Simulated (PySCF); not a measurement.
Job file and geometry (Å, from GFN2-xTB) of an NMR shielding run on SMILES BNBCCC, C3H11B2N, PySCF 2.14.0, density-fitted response routines, GIAO PBE0/pcSseg-1 NMR shielding, non-relativistic, gas phase; density fitting, a coarse starting grid and PySCF grid level 2 are the driver's defaults:

```
$ OMP_NUM_THREADS=1 python probes_run.py task.json out

{"job": {"kind": "nmr", "xc": "PBE0", "basis": "pcSseg-1"}, "charge": 0, "multiplicity": 1}
B      2.781047     0.328049     0.887227
N      1.457673    -0.024885     0.571921
B      0.967131    -0.655867    -0.593677
C     -0.568983    -1.011793    -0.778759
C     -1.575871    -0.343286     0.163574
C     -1.683918     1.155561    -0.096193
H      3.630817     0.095747     0.118854
H      3.007683     0.850012     1.912854
H      0.762069     0.201168     1.271590
H      1.737194    -0.954812    -1.425127
H     -0.658952    -2.098124    -0.665043
H     -0.876640    -0.810393    -1.808652
H     -2.562214    -0.795291     0.026552
H     -1.287926    -0.518520     1.203936
H     -2.053854     1.336671    -1.103349
H     -2.369946     1.621692     0.608320
H     -0.712306     1.636102    -0.005016
```

Q: What does the program print?

A: 
```
coarse grid: 13312 points
cycle   1  E = -225.0509882881  dE =  3.523e-01  |g| = 4.477e-01  |ddm| = 3.344e+00
cycle   2  E = -225.0405901106  dE =  1.040e-02  |g| = 5.144e-01  |ddm| = 7.753e-01
cycle   3  E = -225.1039462878  dE = -6.336e-02  |g| = 6.370e-02  |ddm| = 4.158e-01
cycle   4  E = -225.1047792028  dE = -8.329e-04  |g| = 2.465e-02  |ddm| = 5.981e-02
cycle   5  E = -225.1049023217  dE = -1.231e-04  |g| = 7.197e-03  |ddm| = 1.883e-02
cycle   6  E = -225.1049143654  dE = -1.204e-05  |g| = 1.179e-03  |ddm| = 6.823e-03
cycle   7  E = -225.1049147029  dE = -3.375e-07  |g| = 3.081e-04  |ddm| = 1.149e-03
final grid: 126128 points
cycle   8  E = -225.1359635032  dE = -5.750e-05  |g| = 9.417e-03  |ddm| = 3.497e-02
cycle   9  E = -225.1359529480  dE =  1.056e-05  |g| = 1.177e-02  |ddm| = 1.581e-02
cycle  10  E = -225.1359850770  dE = -3.213e-05  |g| = 1.150e-03  |ddm| = 8.401e-03
cycle  11  E = -225.1359853697  dE = -2.926e-07  |g| = 2.784e-04  |ddm| = 8.841e-04
cycle  12  E = -225.1359853858  dE = -1.614e-08  |g| = 7.587e-05  |ddm| = 2.505e-04
cycle  13  E = -225.1359853873  dE = -1.456e-09  |g| = 1.534e-05  |ddm| = 7.857e-05
cycle  14  E = -225.1359853873  dE = -5.548e-11  |g| = 4.239e-06  |ddm| = 1.583e-05
converged SCF energy = -225.1359853873

GIAO shielding tensors (ppm)
atom      isotropic    diamagn.    paramagn.     s11        s22        s33       span
  0 B       49.731     193.383    -143.652      5.925     25.747    117.522    111.597
  1 N       79.435     323.930    -244.496    -83.711     69.653    252.362    336.072
  2 B       43.879     193.215    -149.335    -11.762     34.885    108.515    120.277
  3 C      159.102     252.243     -93.141    134.057    162.948    180.301     46.244
  4 C      166.510     248.573     -82.063    159.891    165.537    174.102     14.211
  5 C      168.964     248.955     -79.992    155.429    164.585    186.877     31.448
  6 H       26.182      29.494      -3.312     23.863     26.791     27.892      4.030
  7 H       26.160      28.999      -2.839     24.034     26.625     27.822      3.788
  8 H       24.104      34.698     -10.594     20.485     23.110     28.716      8.231
  9 H       25.843      30.993      -5.149     23.666     25.571     28.293      4.627
 10 H       30.390      30.912      -0.522     25.707     28.405     37.057     11.349
 11 H       30.266      31.987      -1.720     26.047     29.313     35.439      9.392
 12 H       30.016      30.365      -0.349     24.901     28.607     36.539     11.638
 13 H       30.177      32.918      -2.742     27.099     28.222     35.208      8.109
 14 H       30.914      30.556       0.359     26.964     28.771     37.009     10.045
 15 H       30.531      29.590       0.941     26.241     27.456     37.895     11.654
 16 H       30.800      32.451      -1.651     25.954     31.165     35.282      9.328
```

Size and cost of the density-fitted run: 157 basis functions, 23 s wall time on 1 thread of an Arm Neoverse V1, shared host; peak memory 0.71 GiB.
